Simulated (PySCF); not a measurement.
SMILES Fc1c(F)c(F)c(-c2ccc[se]2)c(F)c1F (C10H3F5Se), GFN2-xTB optimised geometry.

```
19

F     -2.13    -4.08     0.00
C     -1.44    -2.94     0.00
C     -2.11    -1.72     0.00
F     -3.44    -1.68    -0.01
C     -1.39    -0.52     0.00
F     -2.12     0.60    -0.01
C      0.01    -0.48     0.00
C      0.78     0.75     0.01
C      0.30     2.04     0.06
C      1.27     3.05     0.05
C      2.56     2.60    -0.02
Se     2.67     0.76    -0.07
C      0.64    -1.74     0.00
F      1.98    -1.79     0.00
C     -0.05    -2.94     0.00
F      0.62    -4.09     0.00
H     -0.75     2.28     0.12
H      1.02     4.09     0.09
H      3.44     3.21    -0.05
```

Density from PySCF with CAM-B3LYP/def2-SVP at that geometry.

Minimum of the electron density along straight lines between bonded atoms, close to the bond critical point (lines longer than 1.1 times the sum of covalent radii, or with two minima, are not listed):

| bond | length / Å | ρ at the minimum / e bohr⁻³ | ∇²ρ there / e bohr⁻⁵ | position (fraction from the first atom) |
|---|---|---|---|---|
| F1–C2 | 1.333 | 0.265 | 0.13 | 0.67 |
| C2–C3 | 1.391 | 0.317 | -0.84 | 0.50 |
| C3–F4 | 1.335 | 0.264 | 0.13 | 0.33 |
| C3–C5 | 1.389 | 0.320 | -0.85 | 0.50 |
| C5–F6 | 1.339 | 0.260 | 0.14 | 0.33 |
| C5–C7 | 1.406 | 0.303 | -0.76 | 0.52 |
| C7–C8 | 1.446 | 0.277 | -0.67 | 0.51 |
| C8–C9 | 1.379 | 0.313 | -0.77 | 0.51 |
| C9–C10 | 1.404 | 0.304 | -0.78 | 0.50 |
| C10–C11 | 1.362 | 0.323 | -0.82 | 0.49 |
| C8–Se12 | 1.890 | 0.165 | -0.18 | 0.49 |
| C11–Se12 | 1.837 | 0.181 | -0.21 | 0.50 |
| C7–C13 | 1.404 | 0.305 | -0.77 | 0.48 |
| C13–F14 | 1.345 | 0.255 | 0.14 | 0.33 |
| C2–C15 | 1.391 | 0.317 | -0.84 | 0.50 |
| C13–C15 | 1.386 | 0.321 | -0.85 | 0.50 |
| C15–F16 | 1.334 | 0.264 | 0.13 | 0.33 |
| C9–H17 | 1.074 | 0.288 | -1.15 | 0.65 |
| C10–H18 | 1.077 | 0.284 | -1.10 | 0.64 |
| C11–H19 | 1.075 | 0.284 | -1.12 | 0.65 |
